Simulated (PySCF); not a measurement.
ZrH₄: adding exact exchange

Base calculation in PySCF with density fitting and no spin–orbit coupling, PBE/def2-TZVP (scalar-relativistic core potentials): singlet, Td, Zr–H 1.852 Å (×4); wavenumbers 526 (×3), 622 (×2), 1646 (×3), 1701 cm⁻¹; gap between the highest occupied and lowest empty levels 3.69 eV, polar-tensor charge of Zr 1.54 e, atomisation energy (no zero-point energy) 1191 kJ/mol.

Question: What changes on going to PBE0/def2-TZVP (scalar-relativistic core potentials)?

Answer: The point group stays the same. Changes: mean bond to Zr -0.008 Å, highest wavenumber +52 cm⁻¹, lowest wavenumber +7 cm⁻¹, gap between the highest occupied and lowest empty levels +2.40 eV, polar-tensor charge of Zr +0.14 e, atomisation energy (no zero-point energy) -22 kJ/mol. The new structure has Zr–H 1.844 Å (×4), with wavenumbers 533 (×3), 624 (×2), 1687 (×3), 1753 cm⁻¹. Exact exchange shortens and stiffens the bonds and opens the gap, the usual pattern.

Each species is the lowest minimum found with this bonding; other isomers or fragments can lie lower.
